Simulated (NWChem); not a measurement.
Species: C₂H₈N cation; SMILES [NH3+]CC

```xyz
11

C      0.2763    -1.3036     0.0000
C     -0.6104    -0.0704     0.0000
N      0.2401     1.2051     0.0000
H     -0.3644    -2.1905     0.0000
H      0.9085    -1.3555    -0.8932
H      0.9085    -1.3555     0.8932
H     -1.2418    -0.0043     0.8888
H     -1.2418    -0.0043    -0.8888
H     -0.3394     2.0541     0.0000
H      0.8494     1.2440     0.8274
H      0.8494     1.2440    -0.8274
```
Atoms are numbered in this order, from 1.

Results from NWChem. Pople sets run with spherical d functions. Coordinates come from a B3LYP/6-31G* (spherical d) optimisation. Level: PBE/6-31G* with SMD (1 M gas to 1 M solution), gas-phase geometry. Reactions with the solvent are ignored.

```csv
solvent,dielectric constant,solvation free energy (kcal/mol),cavity-dispersion-structure term (kcal/mol)
water,78.4,-69.2,3.3
toluene,2.37,[?],-0.6
1-octanol,9.86,-65.7,0.2
2-propanol,19.3,-69.7,-0.1
ethyl acetate,5.99,-61.2,-0.2
chlorobenzene,5.70,-60.7,-0.4
```

Complete the blanks.


- toluene, solvation free energy (kcal/mol): -42.8
